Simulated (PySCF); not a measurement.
WO3, SMILES [O]=[W](=[O])=[O], multiplicity 1.

Geometry: PBE-D3(BJ)/def2-TZVP. A frequency run showed that this geometry is not a minimum. The multiplicity is an assumed one; other spin states were not compared. The isomer is the one that the SMILES or the coordinates give; other isomers of the formula were not compared. The def2 effective core potentials stand for the cores of W; spin–orbit coupling is left out.

Method: PySCF with PBE-D3(BJ)/def2-TZVP.

Frequencies are harmonic and unscaled.

Modes within 1.5 cm⁻¹ of each other (mostly degenerate sets) share a row, with their intensities summed.

Problem. List the normal modes with their intensities. (An estimate is asked for; the answer gives what the named calculation found.)

Solution. 
```tsv
mode	ν (cm⁻¹)	IR (km/mol)	moving atoms (share of kinetic energy)
1	254i	168.5	O 79 %, W 21 %
2–3	286	2.0	O 92 %
4–5	914	483.2	O 87 %, W 13 %
6	962	0.0	O 100 %
```
